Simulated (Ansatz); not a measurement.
`OB[Si](F)(F)Cl` + HBr → `F[Si](F)(Cl)Br` + `BO`  (cleavage of the Si–B bond)

Program: Ansatz. Geometries: PBE0-D4/def2-TZVP. ΔE: electronic, gas phase. CBS: MP2 limit from def2 TZ/QZ plus the TZ coupled-cluster correction, frozen cores. This one scheme is used for every species. Functionals use def2-TZVPP. HSE06 is defined as in plane-wave codes. For Br outer-core shells are correlated without core-valence functions, which leaves a few kJ/mol of doubt a bond. Scalar relativity is left out up to krypton. One conformer a species, not always the lowest.

```tsv
level	ΔE (eV)
HSE06-D4	-1.03
ωB97M-V	-1.11
SCS-MP2/def2-TZVPP	-1.14
HF/def2-QZVPP	-1.17
```

Question: What does CCSD(T)/CBS give? (Estimate.)

Answer: The calculation gave: -1.11 eV. The listed levels differ from it by 0.08, 0.00, -0.03, -0.06 eV.

Question: What do rigid-rotor, harmonic-oscillator terms from PBE0-D4/def2-TZVP frequencies (298.15 K, 1 bar) make of the CCSD(T)/CBS value? (An estimate is asked.)

Answer: Computed: ΔZPE = +0.06 eV, ΔH = -1.07 eV, ΔS = 4 J/(mol·K), ΔG = -1.08 eV. Modes under 50 cm⁻¹ make the entropy rough.

Largest T1 diagnostic among the species: 0.014.

Leaving LDA and LC-ωPBE aside and taking each functional with its dispersion term where it has one, the values, not all of them listed here, spread over 0.16 eV, from r2SCAN0-D4 to PBE-D4. At CCSD(T), def2-SVP lies +0.17 eV from the extrapolated value and def2-TZVPP +0.06 eV.
